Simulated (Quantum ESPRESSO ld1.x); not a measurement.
Excited configurations of Tm3+: one electron is placed in a higher orbital outside [Xe] 4f11. The ground configuration is [Xe] 4f12. All-electron calculation, non-relativistic Kohn-Sham, LDA (Slater exchange, VWN5 correlation), spin-polarised, spherical densities, point nucleus; open shells are filled with parallel spins first; relativity is left out, which matters for an element this heavy. Program: ld1.x of Quantum ESPRESSO 7.5. Excitation = E - E(ground); binding = E(ion) - E, where the ion is the core of charge +4; n* = 4/sqrt(2 binding) in atomic units, and the quantum defect is n - n*.

| outer orbital | excitation (eV) | binding (eV) | n* | quantum defect |
|---|---|---|---|---|
| 5f | 36.020 | 14.627 | 3.858 | 1.142 |
| 6s | 21.594 | 29.053 | 2.737 | 3.263 |
| 6d | 34.314 | 16.333 | 3.651 | 2.349 |
| 7p | 37.189 | 13.458 | 4.022 | 2.978 |
| 7d | 40.540 | 10.107 | 4.641 | 2.359 |
| 7f | 43.971 | 6.675 | 5.711 | 1.289 |

The Delta-SCF ionisation energy is 50.647 eV (NIST Atomic Spectra Database: 42.41 eV, semi-empirical). Self-interaction in the functional shifts the binding energies and quantum defects, so they are the method's values and not measured ones. Relativity is left out here, which matters for elements this heavy. Open shells are spherical and high-spin; term and fine-structure splittings are not resolved.
